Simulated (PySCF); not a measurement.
Computed shifts of a molecule C₅H₄F₂, PBE0/pcSseg-1 run with PySCF, GIAO, gas phase, atoms alike by connectivity averaged where their shifts nearly agree, in ppm (number of nuclei): ¹⁹F: -159.6 (1), -161.6 (1). ¹³C: 155.2 (1), 151.6 (1), 138.6 (1), 128.4 (1), 40.0 (1). ¹H: 6.82 (1), 6.26 (1), 3.38 (2). References: ¹⁹F against CFCl3 (σ = 167.2 ppm); ¹³C against TMS (σ = 186.3 ppm); ¹H against TMS (σ = 31.56 ppm), references at their B3LYP-D3(BJ)/def2-TZVP geometries, non-relativistic. The structure is a stationary point at B3LYP-D3(BJ)/def2-SVP. One conformer was computed; it need not be the lowest.

Which molecule gave these data?
A. FC1=C(F)CC=C1
B. C#C/C=C\C(F)F
C. C#CC/C(F)=C\F
D. FC1(F)C=CC=C1

A, FC1=C(F)CC=C1
